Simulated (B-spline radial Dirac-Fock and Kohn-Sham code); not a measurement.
Elastic electron scattering at 100 eV, V to In

Level of theory: relativistic (Dirac) partial waves in the static field of the Dirac-Fock atom with Furness-McCarthy exchange, without polarisation or absorption potentials; an atomic code on a B-spline grid. Below a few hundred eV the neglected polarisation potential matters, most of all at small angles. σ_tr1 and σ_tr2 weight the cross section with 1 − P₁ and 1 − P₂ of cos θ; "backward" is the share scattered beyond 90°.

| Z | element | σ (a₀²) | σ_tr1 (a₀²) | σ_tr2 (a₀²) | backward (%) | dσ/dΩ at 90° (a₀²/sr) |
| --- | --- | --- | --- | --- | --- | --- |
| 23 | V | 22.8 | 10.4 | 10.2 | 24 | 0.810 |
| 24 | Cr | 17.8 | 9.33 | 9.37 | 28 | 0.715 |
| 25 | Mn | 18.7 | 9.23 | 9.62 | 27 | 0.648 |
| 26 | Fe | 16.9 | 8.52 | 9.22 | 27 | 0.563 |
| 27 | Co | 15.2 | 7.80 | 8.75 | 28 | 0.484 |
| 28 | Ni | 13.7 | 7.07 | 8.23 | 28 | 0.411 |
| 29 | Cu | 10.3 | 5.89 | 7.11 | 31 | 0.352 |
| 30 | Zn | 11.1 | 5.72 | 7.09 | 27 | 0.290 |
| 31 | Ga | 14.3 | 5.81 | 7.45 | 20 | 0.228 |
| 32 | Ge | 16.4 | 5.88 | 7.79 | 17 | 0.160 |
| 33 | As | 18.0 | 5.94 | 8.12 | 14 | 0.102 |
| 34 | Se | 19.2 | 5.98 | 8.43 | 12 | 0.0698 |
| 35 | Br | 20.2 | 6.00 | 8.73 | 10 | 0.0755 |
| 36 | Kr | 21.0 | 6.01 | 9.02 | 8.8 | 0.122 |
| 37 | Rb | 35.6 | 6.94 | 10.9 | 5.4 | 0.170 |
| 38 | Sr | 43.3 | 7.99 | 12.8 | 4.7 | 0.248 |
| 40 | Zr | 40.4 | 9.05 | 14.4 | 5.2 | 0.544 |
| 41 | Nb | 35.8 | 8.95 | 14.0 | 5.7 | 0.715 |
| 42 | Mo | 33.8 | 9.15 | 14.1 | 6.3 | 0.858 |
| 43 | Tc | 33.3 | 9.71 | 14.6 | 7.1 | 0.996 |
| 44 | Ru | 30.2 | 9.41 | 13.7 | 8.0 | 1.04 |
| 45 | Rh | 28.6 | 9.52 | 13.4 | 9.2 | 1.07 |
| 46 | Pd | 26.6 | 9.42 | 12.6 | 11 | 1.02 |
| 47 | Ag | 25.8 | 9.79 | 12.6 | 12 | 1.04 |
| 48 | Cd | 24.0 | 10.1 | 12.4 | 15 | 1.06 |
| 49 | In | 22.4 | 10.3 | 12.2 | 17 | 1.08 |

Values without a named source are computed, but for edge energies of neutral atoms, which are taken from tables.
